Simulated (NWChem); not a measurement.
System: C2H2BrF; SMILES F/C=C\Br

All runs: NWChem. The geometry was optimised at PBE0/def2-SVP. Ions are spin-unrestricted doublets at the neutral geometry; other ion states weren't tried.

Question: Predict the results for PBE0/def2-SVP. Quantities: vertical ionisation energy, ΔSCF (eV); −ε(HOMO) (eV).

Answer: The vertical ionisation energy, ΔSCF (eV) is 9.59 and the −ε(HOMO) (eV) is 7.19.
